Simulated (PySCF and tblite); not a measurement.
Results of a calculation; reference values are marked as such.
Molecule: C2H7N3OSi2, numbered as in [N:1]#[C:2][Si@@H:3]1[NH:4][CH2:5][Si@@H:6]([OH:7])[NH:8]1.

The mean out-of-plane torsion at N8 (0° is planar) is held and the rest relaxed at GFN2-xTB. Energies: PBE0/pcSseg-1 + D3(BJ). Programs: tblite and PySCF.

GFN2-xTB profile:

(out-of-plane angle °, kcal/mol): (-8, 0.37), (-6, 0.28), (-4, 0.22), (-2, 0.14), (0, 0.08), (2, 0.03), (4, 0.01), (6, 0.00), (8, 0.01)

(1) Give the DFT energy and dipole along the out-of-plane angle.

(2) Where is the lowest sampled point, and what does the planar form cost?

## Answers

(1) 
```
out-of-plane angle °  E kcal/mol  dipole D
                  -8        0.28      4.88
                  -6        0.17      4.80
                  -4        0.18      4.87
                  -2        0.10      4.82
                   0        0.06      4.75
                   2        0.01      4.68
                   4        0.00      4.62
                   6        0.04      4.56
                   8        0.10      4.50
```

(2) At 4°; the point at 0° lies 0.06 kcal/mol above it.
